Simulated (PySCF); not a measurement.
CH3Cl3Sn, charge +1, doublet, at a GFN2-xTB geometry (such geometries of metal compounds can be far from the true shape) (a state made from the parent by changing its charge; the spin is typed, not shown lowest) (core potentials on Sn); DF-R2SCAN/def2-TZVPD run with PySCF.

The PySCF input:
```python
from pyscf import gto, scf, dft

mol = gto.M(
    atom='''
C    -2.42894918   -0.34951557    0.10512035
Sn   -0.11256443   -0.01619755    0.00487158
Cl    0.69693254   -1.41027332   -1.66927410
Cl    0.22416278    2.22841157   -0.49496942
Cl    0.74012552   -0.57909556    2.09234901
H    -2.52298231   -1.39404234    0.38209361
H    -2.75334588    0.35236142    0.86586213
H    -2.76250924   -0.11507398   -0.90004999
''',
    basis='def2-tzvpd',
    ecp={'Sn': 'def2-tzvpd'},
    charge=1,
    spin=1,
    verbose=4,
)

mf = dft.UKS(mol)
mf.xc = 'r2scan'
mf = mf.density_fit(auxbasis='def2-universal-jkfit')
mf.kernel()
mf.analyze()
```

**Question.** Predict the main parts of the log of this PySCF run.

**Answer.** 
```
PySCF version 2.14.0

[INPUT] verbose = 4
[INPUT] num. atoms = 8
[INPUT] num. electrons = 81
[INPUT] charge = 1
[INPUT] spin (= nelec alpha-beta = 2S) = 1
[INPUT] symmetry False subgroup None
[INPUT] Mole.unit = angstrom
[INPUT] Symbol           X                Y                Z      unit          X                Y                Z       unit  Magmom
[...]
nuclear repulsion = 489.749783002524
number of shells = 94
number of NR pGTOs = 398
number of NR cGTOs = 258
basis = def2-tzvpd
ecp = {'Sn': 'def2-tzvpd'}

******** <class 'pyscf.df.df_jk.DFUKS'> ********
method = DFUKS
initial guess = minao
damping factor = 0
level_shift factor = 0
DIIS = <class 'pyscf.scf.diis.CDIIS'>
diis_start_cycle = 1
diis_space = 8
diis_damp = 0
SCF conv_tol = 1e-09
SCF conv_tol_grad = None
SCF max_cycles = 50
direct_scf = False
number electrons alpha = 41  beta = 40
XC library pyscf.dft.libxc version 7.1.2
    S. Lehtola, C. Steigemann, M. J. T. Oliveira, and M. A. L. Marques,  SoftwareX 7, 1–5 (2018)
XC functionals = r2scan
    J. W. Furness, A. D. Kaplan, J. Ning, J. P. Perdew, and J. Sun,  J. Phys. Chem. Lett. 11, 8208–8215 (2020)
    J. W. Furness, A. D. Kaplan, J. Ning, J. P. Perdew, and J. Sun,  J. Phys. Chem. Lett. 11, 9248–9248 (2020)
    J. W. Furness, A. D. Kaplan, J. Ning, J. P. Perdew, and J. Sun,  J. Phys. Chem. Lett. 11, 8208–8215 (2020)
    J. W. Furness, A. D. Kaplan, J. Ning, J. P. Perdew, and J. Sun,  J. Phys. Chem. Lett. 11, 9248–9248 (2020)
radial grids:
    Treutler-Ahlrichs [JCP 102, 346 (1995); DOI:10.1063/1.469408] (M4) radial grids

becke partition: Becke, JCP 88, 2547 (1988); DOI:10.1063/1.454033
pruning grids: <function nwchem_prune>
grids dens level: 3
symmetrized grids: False
atomic radii adjust function: <function treutler_atomic_radii_adjust>
small_rho_cutoff = 0
Set gradient conv threshold to 3.16228e-05
tot grids = 122144
init E= -1598.17588454476

cycle= 1 E= -1632.44413924529  delta_E= -34.3  |g|= 2.34  |ddm|= 22.7

cycle= 2 E= -1604.3049864119  delta_E= 28.1  |g|= 7.73  |ddm|= 13.8
cycle= 3 E= -1634.22718566512  delta_E= -29.9  |g|= 0.805  |ddm|= 12.4
cycle= 4 E= -1634.08629690106  delta_E= 0.141  |g|=  0.9  |ddm|= 1.61
cycle= 5 E= -1634.57067960925  delta_E= -0.484  |g|= 0.236  |ddm|= 1.13
cycle= 6 E= -1634.58806909852  delta_E= -0.0174  |g|= 0.159  |ddm|= 0.474
cycle= 7 E= -1634.58887112674  delta_E= -0.000802  |g|= 0.152  |ddm|= 0.448
cycle= 8 E= -1634.60723935144  delta_E= -0.0184  |g|= 0.0231  |ddm|= 0.237
cycle= 9 E= -1634.607560121  delta_E= -0.000321  |g|= 0.0104  |ddm|= 0.04
cycle= 10 E= -1634.60751922745  delta_E= 4.09e-05  |g|= 0.0126  |ddm|= 0.0322
cycle= 11 E= -1634.60763028454  delta_E= -0.000111  |g|= 0.00535  |ddm|= 0.0268
cycle= 12 E= -1634.6076509198  delta_E= -2.06e-05  |g|= 0.00106  |ddm|= 0.00986
cycle= 13 E= -1634.60765192114  delta_E= -1e-06  |g|= 0.000362  |ddm|= 0.00232
cycle= 14 E= -1634.60765199357  delta_E= -7.24e-08  |g|= 0.000154  |ddm|= 0.00054
cycle= 15 E= -1634.60765201102  delta_E= -1.74e-08  |g|= 6.16e-05  |ddm|= 0.000303
cycle= 16 E= -1634.60765200775  delta_E= 3.27e-09  |g|= 8.94e-05  |ddm|= 0.000209
cycle= 17 E= -1634.60765201359  delta_E= -5.84e-09  |g|= 7.9e-06  |ddm|= 0.000132
cycle= 18 E= -1634.60765201364  delta_E= -4.68e-11  |g|= 3.67e-06  |ddm|= 2.14e-05
Extra cycle  E= -1634.60765201358  delta_E= 5.68e-11  |g|= 9.56e-06  |ddm|= 1.86e-05
converged SCF energy = -1634.60765201358  <S^2> = 0.76198752  2S+1 = 2.0119518
**** SCF Summaries ****
Total Energy =                       -1634.607652013580264
Nuclear Repulsion Energy =             489.749783002524168
One-electron Energy =                -3296.476104201166891
Two-electron Energy =                 1172.118669185062345
Two-electron Coulomb Energy =         1281.211988115863051
DFT Exchange-Correlation Energy =     -109.093318930800649
**** MO energy ****
                             alpha | beta                alpha | beta
[...]
WARN: Weak orthogonality for localized orbitals 9.628242339875618e-09

[...]
spin_pop of  3 Cl 5py      -0.00007
spin_pop of  3 Cl 5pz      -0.00000
spin_pop of  3 Cl 6px      -0.00002
spin_pop of  3 Cl 6py      -0.00008
spin_pop of  3 Cl 6pz      -0.00001
spin_pop of  3 Cl 7px      -0.00001
spin_pop of  3 Cl 7py      -0.00002
spin_pop of  3 Cl 7pz      -0.00000
spin_pop of  3 Cl 3dxy     -0.00069
spin_pop of  3 Cl 3dyz     -0.00010
spin_pop of  3 Cl 3dz^2    -0.00006
spin_pop of  3 Cl 3dxz     -0.00003
spin_pop of  3 Cl 3dx2-y2    0.00009
spin_pop of  3 Cl 4dxy     -0.00038
spin_pop of  3 Cl 4dyz     -0.00012
spin_pop of  3 Cl 4dz^2    -0.00005
spin_pop of  3 Cl 4dxz     -0.00003
spin_pop of  3 Cl 4dx2-y2   -0.00002
spin_pop of  3 Cl 5dxy     -0.00004
spin_pop of  3 Cl 5dyz     -0.00008
spin_pop of  3 Cl 5dz^2    -0.00001
spin_pop of  3 Cl 5dxz     -0.00001
spin_pop of  3 Cl 5dx2-y2   -0.00000
spin_pop of  3 Cl 4f-3     -0.00002
spin_pop of  3 Cl 4f-2      0.00001
spin_pop of  3 Cl 4f-1      0.00002
spin_pop of  3 Cl 4f+0      0.00002
spin_pop of  3 Cl 4f+1      0.00001
spin_pop of  3 Cl 4f+2     -0.00003
spin_pop of  3 Cl 4f+3     -0.00004
spin_pop of  4 Cl 1s       -0.00000
spin_pop of  4 Cl 2s       -0.00000
spin_pop of  4 Cl 3s       -0.00039
spin_pop of  4 Cl 4s       -0.00021
spin_pop of  4 Cl 5s       -0.00002
spin_pop of  4 Cl 6s       -0.00001
spin_pop of  4 Cl 2px       0.00001
spin_pop of  4 Cl 2py       0.00000
spin_pop of  4 Cl 2pz       0.00000
spin_pop of  4 Cl 3px       0.15340
spin_pop of  4 Cl 3py      -0.00058
spin_pop of  4 Cl 3pz       0.00437
spin_pop of  4 Cl 4px       0.00025
spin_pop of  4 Cl 4py      -0.00006
spin_pop of  4 Cl 4pz      -0.00010
spin_pop of  4 Cl 5px       0.00010
spin_pop of  4 Cl 5py      -0.00001
spin_pop of  4 Cl 5pz      -0.00005
spin_pop of  4 Cl 6px      -0.00004
spin_pop of  4 Cl 6py      -0.00001
spin_pop of  4 Cl 6pz      -0.00007
spin_pop of  4 Cl 7px      -0.00001
spin_pop of  4 Cl 7py      -0.00000
spin_pop of  4 Cl 7pz      -0.00002
spin_pop of  4 Cl 3dxy     -0.00002
spin_pop of  4 Cl 3dyz     -0.00009
spin_pop of  4 Cl 3dz^2    -0.00001
spin_pop of  4 Cl 3dxz     -0.00051
spin_pop of  4 Cl 3dx2-y2   -0.00011
spin_pop of  4 Cl 4dxy     -0.00005
spin_pop of  4 Cl 4dyz     -0.00009
spin_pop of  4 Cl 4dz^2    -0.00007
spin_pop of  4 Cl 4dxz     -0.00028
spin_pop of  4 Cl 4dx2-y2   -0.00009
spin_pop of  4 Cl 5dxy     -0.00004
spin_pop of  4 Cl 5dyz     -0.00006
spin_pop of  4 Cl 5dz^2    -0.00004
spin_pop of  4 Cl 5dxz     -0.00002
spin_pop of  4 Cl 5dx2-y2   -0.00001
spin_pop of  4 Cl 4f-3      0.00001
spin_pop of  4 Cl 4f-2      0.00001
spin_pop of  4 Cl 4f-1     -0.00002
spin_pop of  4 Cl 4f+0     -0.00003
spin_pop of  4 Cl 4f+1     -0.00001
spin_pop of  4 Cl 4f+2      0.00001
spin_pop of  4 Cl 4f+3      0.00001
spin_pop of  5 H 1s       -0.00804
spin_pop of  5 H 2s        0.00031
spin_pop of  5 H 3s        0.00008
spin_pop of  5 H 2px      -0.00002
spin_pop of  5 H 2py      -0.00002
spin_pop of  5 H 2pz       0.00002
spin_pop of  5 H 3px      -0.00010
spin_pop of  5 H 3py       0.00011
spin_pop of  5 H 3pz      -0.00002
spin_pop of  6 H 1s       -0.00808
spin_pop of  6 H 2s        0.00028
spin_pop of  6 H 3s        0.00008
spin_pop of  6 H 2px      -0.00005
spin_pop of  6 H 2py       0.00002
spin_pop of  6 H 2pz       0.00001
spin_pop of  6 H 3px      -0.00008
spin_pop of  6 H 3py       0.00003
spin_pop of  6 H 3pz       0.00005
spin_pop of  7 H 1s       -0.00807
spin_pop of  7 H 2s        0.00029
spin_pop of  7 H 3s        0.00008
spin_pop of  7 H 2px      -0.00005
spin_pop of  7 H 2py       0.00002
spin_pop of  7 H 2pz       0.00002
spin_pop of  7 H 3px      -0.00008
spin_pop of  7 H 3py      -0.00003
spin_pop of  7 H 3pz       0.00010

WARN: Weak orthogonality for localized orbitals 9.628242339875618e-09

In total            41.00000 | 40.00000

WARN: System has nonzero charge 1; the dipole moment is origin-dependent.
Location of origin: [0. 0. 0.]

Dipole moment(X, Y, Z, Debye): -4.41761, -0.63582,  0.19120
```
